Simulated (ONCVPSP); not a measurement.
**u(r) = r·R(r): atom against pseudo-atom (aluminium (Al))**

Columns: radius, all-electron u(r) and pseudo u(r) of the 3s shell (level -7.72 eV) of aluminium in the configuration [Ne] 3s2 3p1; Wu-Cohen, scalar-relativistic, ONCV scheme, ONCVPSP 4.0.1.

| r (bohr) | all-electron | pseudo |
| --- | --- | --- |
| 0.110 | 0.1029 | 0.0268 |
| 0.220 | -0.1184 | 0.0556 |
| 0.330 | -0.2633 | 0.0878 |
| 0.440 | -0.2945 | 0.1234 |
| 0.550 | -0.2443 | 0.1614 |
| 0.660 | -0.1487 | 0.2005 |
| 0.770 | -0.0330 | 0.2397 |
| 0.880 | 0.0863 | 0.2792 |
| 0.990 | 0.1997 | 0.3200 |
| 1.100 | 0.3020 | 0.3635 |
| 1.210 | 0.3910 | 0.4106 |
| 1.320 | 0.4661 | 0.4609 |
| 1.430 | 0.5280 | 0.5121 |
| 1.540 | 0.5775 | 0.5607 |
| 1.650 | 0.6156 | 0.6031 |
| 1.760 | 0.6431 | 0.6361 |
| 1.870 | 0.6613 | 0.6584 |
| 1.980 | 0.6712 | 0.6705 |
| 2.090 | 0.6740 | 0.6739 |
| 2.200 | 0.6708 | 0.6708 |
| 2.310 | 0.6626 | 0.6626 |
| 2.420 | 0.6502 | 0.6502 |
| 2.530 | 0.6344 | 0.6344 |
| 2.640 | 0.6160 | 0.6160 |
| 2.750 | 0.5955 | 0.5955 |
| 2.860 | 0.5735 | 0.5735 |

Q: How many radial nodes do the two functions have?

A: The all-electron 3s function has n − l − 1 = 2; the pseudo-wave has 0, since the states of the same l below it are removed with the core.

Q: At about which radius was the pseudo-wave matched?

A: 2.20 bohr. The columns agree to 0.0005 from 2.09 bohr on; several derivatives are matched, so the curves merge somewhat inside the radius.

Q: Is the pseudo-wave norm-conserving?

A: Yes: the ONCV scheme keeps the norm inside the radius equal to the all-electron one, which fixes the energy derivative of the logarithmic derivative at the level.
